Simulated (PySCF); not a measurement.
H8Si3, triplet, at the geometry of the source list (a higher spin typed on purpose: for a closed-shell molecule this is an excited state). Base run: DF-BLYP/6-31G (PySCF).

PySCF was given this input:
```python
from pyscf import gto, scf, dft

mol = gto.M(
    atom='''
Si    1.837700    0.716200   -0.041600
Si    0.181900   -0.902400   -0.102600
Si   -1.968300   -0.068700    0.115200
H     3.205500    0.212900   -0.177400
H     1.653900    1.699800   -1.111900
H     1.798500    1.464100    1.217800
H     0.433100   -1.912200    0.940000
H     0.291000   -1.680500   -1.348500
H    -2.273000    0.890000   -0.950100
H    -2.128300    0.654200    1.379600
H    -3.032000   -1.073500    0.079600
''',
    basis='6-31g',
    charge=0,
    spin=2,
    verbose=4,
)

mf = dft.UKS(mol)
mf.xc = 'blyp'
mf = mf.density_fit(auxbasis='def2-universal-jkfit')
mf.kernel()
mf.analyze()
```

Variants of this job, named by their change:

| change | basis functions | E (Eh) | HOMO (eV) | dipole (D) | core-seconds (rough) |
|---|---|---|---|---|---|
| base | 55 | -872.85967 | -1.18 | 0.04 | 10 |
| basis = LANL2DZ | 40 | -16.07693 | -1.16 | 0.02 | 9 |
| basis = def2-SV(P) | 70 | -872.71666 | -1.50 | 0.21 | 10 |
| basis = 6-31+G* | 82 | -872.95400 | -1.66 | 0.50 | 20 |
| basis = cc-pVDZ | 94 | -872.99520 | -1.45 | 0.22 | 20 |
| basis = pcseg-1 | 94 | -872.98571 | -1.59 | 0.27 | 20 |
| basis = 6-31G** | 94 | -872.95527 | -1.42 | 0.12 | 20 |
| basis = 6-311G** | 126 | -873.04384 | -1.67 | 0.35 | 20 |
| basis = def2-TZVP | 159 | -873.05697 | -1.77 | 0.31 | 20 |
| basis = pcseg-2 | 214 | -873.08160 | -1.80 | 0.49 | 40 |
| basis = cc-pVTZ | 214 | -873.05910 | -1.70 | 0.26 | 40 |
| basis = pc-2 | 214 | -873.08419 | -1.80 | 0.51 | 40 |
| basis = def2-TZVPP | 238 | -873.05921 | -1.78 | 0.30 | 40 |

Totals compare only among sets that treat the same electrons; sets with core potentials leave the core out.

Open shells are given as the SCF converged; they aren't shown to be the lowest states, and a large step between rows can be another state.
